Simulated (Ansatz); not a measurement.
C3H9B2N at its PBE0-D4/def2-TZVP geometry, where that method's forces vanish. The species carries charge 0 and has multiplicity 1. The bonds changed during the relaxation, so this is another structure than the one it started from.

```xyz
15

B    -0.2195    0.6627    1.5407
C    -1.5472   -0.2793    0.9346
B    -0.5628   -1.0895    0.1465
C     0.3960   -0.1034   -0.6424
C     1.0755   -0.1998   -1.9525
N     0.5634    0.8667    0.1842
H    -0.5988    1.7136    1.9991
H     0.4963    0.0462    2.3010
H    -2.1140    0.4978    0.4203
H    -2.1465   -0.7676    1.6991
H    -0.2592   -2.2378    0.3007
H     1.6906    0.6749   -2.1760
H     0.3373   -0.3301   -2.7485
H     1.7055   -1.0939   -1.9678
H     1.1835    1.6395   -0.0390
```

(1) What forces (eV/Å) does B3LYP-D4/def2-TZVPP give on these atoms in the Gaussian-basis code of Ansatz? (Best estimate.)

## Answers

(1) The calculation gave: 
```
B1   0.082  0.214  0.356
C2  -0.133 -0.065 -0.002
B3  -0.032 -0.233 -0.081
C4  -0.054 -0.134 -0.005
C5   0.069 -0.045 -0.164
N6   0.124  0.193  0.021
H7   0.044 -0.094 -0.036
H8  -0.077  0.060 -0.057
H9   0.004 -0.072  0.038
H10  0.018  0.033 -0.054
H11 -0.037  0.124 -0.022
H12 -0.025 -0.041  0.002
H13  0.042  0.009  0.021
H14 -0.018  0.043 -0.016
H15 -0.007  0.009  0.001
```

B3LYP here is the variant with VWN-RPA as its local correlation; programs differ in this.
